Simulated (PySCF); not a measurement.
## [Pm(H2O)2]3+ relaxed at several levels

Computed with PySCF 2.14.0, def2-SVP on the ligands, density fitting, scalar-relativistic core potentials, no spin-orbit coupling, vacuum. Each row is relaxed at its own level from the same template. Distances are means of the shortest metal–ligand contacts, charges and spins Mulliken's; removal energies are rigid, with the ligand's formal charge and no counterpoise, so too large; for an anion taken off a cation in vacuum most of it is the attraction of opposite charges, and multiply charged cations can part far more cheaply with an electron moved from ligand to metal. lcecp potentials hold a fixed number of 4f electrons in the core, out of states, spins and gaps.

```json
{"level": "PBE0", "basis on the metal": "lcecp-1-SVP with ECP50", "point group": "C1", "M–H2O (Å)": "2.284", "charge on M (e)": "2.26", "removal of one H2O (eV)": "4.15", "strongest infrared band, degenerate modes summed (cm⁻¹)": "3507", "unstable modes (below −25 cm⁻¹)": "0"}
```

Question: What does the calculation give for PBE, lcecp-1-SVP with ECP50?

Answer: point group: C1, M–H2O (Å): 2.290, charge on M (e): 2.16, removal of one H2O (eV): 4.29, strongest infrared band, degenerate modes summed (cm⁻¹): 3359, unstable modes (below −25 cm⁻¹): 0.
```xyz
7

Pm   -0.2078   -1.0868   -0.0074
O    -0.0274    0.1678    1.8995
H     0.2504    1.1254    2.0141
H    -0.2053   -0.1220    2.8449
O     0.0895    0.1708   -1.8985
H     0.4472   -0.1253   -2.7898
H    -0.1286    1.1367   -2.0628
```

Moved off a saddle point of the template and relaxed again: PBE, PBE0. One start shape was tried for each, so a minimum needn't be the lowest isomer.
